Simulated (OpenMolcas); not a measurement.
# Ru3+: ligand-field states by method

Ru3+ with 6 ligands (water) in octahedral coordination (Th) at 2.04 Å. Ligand basis ANO-RCC-VDZP.

- Program: OpenMolcas
- Basis: ANO-RCC-VDZP [6s5p3d1f]
- Scalar Hamiltonian: DKH2, point nucleus
- Active space: 5 electrons in 5 orbitals (4d)
- State averaging: 2S+1 = 6 even, 1 root; 2S+1 = 4 even, 24 roots; 2S+1 = 2 even, 75 roots
- Spin-orbit coupling: RASSI with atomic mean-field integrals over the reference wave functions

I. CASSCF
II. SS-CASPT2, IPEA 0.25 Eh, imaginary shift 0.1 Eh (closed shells correlated: 4s 4p and the ligand valence shells)
III. SS-CASPT2, IPEA 0.25 Eh, real shift 0.3 Eh (closed shells correlated: 4s 4p and the ligand valence shells)

Spin-free states (labels of O, taken over from Oh, the nearest higher group) in cm-1, each column counted from its own energy of the first state listed:

```
State  Degeneracy      I     II    III
  2T2           3      0      0      0
  6A1           1   6996  16200  16100
  4T1           3   9332  11880  11890
  4T2           3  15118  16630  16670
  2T1           3  20366  21130  21170
  2A2           1  20673  20710  20780
  2T2           3  22756  23330  23350
   2E           2  24653  24290  24350
  2T1           3  29758  28370  28440
  4A1           1  30423  34910  34890
   4E           2  30988  35110  35110
  2T2           3  31896  29750  29830
  4T2           3  33833  37170  37190
  2A1           1  34431  32090  32220
   4E           2  36361  38860  38910
   2E           2  38260  37400  37500
  2A1           1  41582  43420  43470
  2T2           3  43271  44630  44690
  4T1           3  44381  46140  46230
  4A2           1  46225  46420  46550
```

From I to II, I's first state of the same spin (2T1) moves from 20366 to 21130 cm-1, by about +760 cm-1. In II another state of that kind comes below it.

From I to II, I's first state of another spin (6A1) moves from 6996 to 16200 cm-1, by about +9200 cm-1. In II another state of that kind comes below it.

I: A least-squares ligand-field fit to the states below 45000 cm-1, each weighted by its degeneracy and with a free common offset, gives 10Dq = 24423 cm-1, B = 778 cm-1 and C = 3191 cm-1 (C/B = 4.10), with an rms deviation of 290 cm-1. The same method and metal basis give the free ion B = 902 cm-1 (fit to its terms below 60000 cm-1, rms deviation 29 cm-1), so the nephelauxetic ratio is β = 778 / 902 = 0.86; it hangs on how both fits weigh the states, and computed free-ion B values tend to be too large, so β mixes covalency with correlation.

II: A least-squares ligand-field fit to the states below 45000 cm-1, each weighted by its degeneracy and with a free common offset, gives 10Dq = 24865 cm-1, B = 572 cm-1 and C = 2587 cm-1 (C/B = 4.53), with an rms deviation of 316 cm-1. The same method and metal basis give the free ion B = 763 cm-1 (fit to its terms below 60000 cm-1, rms deviation 718 cm-1), so the nephelauxetic ratio is β = 572 / 763 = 0.75; it hangs on how both fits weigh the states, and computed free-ion B values tend to be too large, so β mixes covalency with correlation.

III: A least-squares ligand-field fit to the states below 45000 cm-1, each weighted by its degeneracy and with a free common offset, gives 10Dq = 24894 cm-1, B = 576 cm-1 and C = 2597 cm-1 (C/B = 4.51), with an rms deviation of 312 cm-1. 

From I to II, 10Dq changes by +2 %, B by -27 % and C by -19 %.

χT at 300 K: I 0.63, II 0.62, III 0.62 cm3 K/mol.

Roots that are degenerate in the reference are averaged as groups; the widest CASPT2 spread within a group is 480 cm-1 (the 3-fold group of multiplicity 4 near 65600 cm-1 above the lowest state of its run, II). Shifts and gaps below about the spread of the groups concerned are not significant. Over all roots computed the reference weight is 0.69 to 0.70 in II, 0.73 to 0.74 in III; a low but even weight reflects the number of correlated electrons. An orbital triplet at a regular site is open to Jahn-Teller coupling, which can distort the site and quench the lowest spin-orbit gaps and is left out. The least metal-like active orbital is 80 % on the metal (Löwdin) and no ligand orbital is active, so the numbers are rough. Ligand-to-metal charge-transfer states are missing. With no ligand orbital active B as a rule stays too high, so bands that hang on it stand too high and its fall with covalency is understated. Without dynamic correlation the repulsion within the d shell is too large (B by tens of per cent), so at a given field states of lower spin stand too high (holds for I). This shell can be high or low spin here, a state of another spin lies low, and with metal d orbitals alone active their balance is uncertain, so the ground spin may be wrong, although the usual error favours high spin (holds for I). With metal d orbitals alone the field can be off either way by tens of per cent (holds for I). With one d shell and no ligand orbital active, 10Dq can be off by a tenth or more (holds for II; III). No measured value stands beside these numbers; the geometry is a model, was not optimised and need not be the one that this ion takes.
